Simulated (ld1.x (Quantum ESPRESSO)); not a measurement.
**An all-electron radial function and its pseudo partner (B)**

Columns: radius, all-electron u(r) and pseudo u(r) of the 2p shell (level -3.54 eV) of boron in the configuration [He] 2s2 2p1; BLYP, scalar-relativistic, RRKJ scheme, ld1.x (Quantum ESPRESSO) 7.5.

```tsv
r (bohr)	all-electron	pseudo
0.125	0.0407	0.0150
0.250	0.1242	0.0585
0.375	0.2180	0.1258
0.500	0.3077	0.2096
0.625	0.3871	0.3018
0.750	0.4539	0.3936
0.875	0.5081	0.4775
1.000	0.5509	0.5477
1.125	0.5830	0.6008
1.250	0.6050	0.6358
1.375	0.6181	0.6540
1.500	0.6237	0.6580
1.625	0.6231	0.6515
1.750	0.6175	0.6380
1.875	0.6078	0.6208
2.000	0.5950	0.6019
2.125	0.5798	0.5827
2.250	0.5627	0.5636
2.375	0.5444	0.5445
2.500	0.5253	0.5253
2.625	0.5055	0.5055
2.750	0.4855	0.4855
2.875	0.4655	0.4655
3.000	0.4455	0.4455
3.125	0.4258	0.4258
3.250	0.4065	0.4065
```

(1) How many radial nodes do the two functions have?

(2) At about which radius was the pseudo-wave matched?

(3) Is the pseudo-wave norm-conserving?

Results:

(1) The all-electron 2p function has n − l − 1 = 0; the pseudo-wave has 0.

(2) 2.50 bohr, where the columns begin to agree (steps of 0.12 bohr).

(3) Yes: the RRKJ scheme keeps the norm inside the radius equal to the all-electron one, which fixes the energy derivative of the logarithmic derivative at the level.
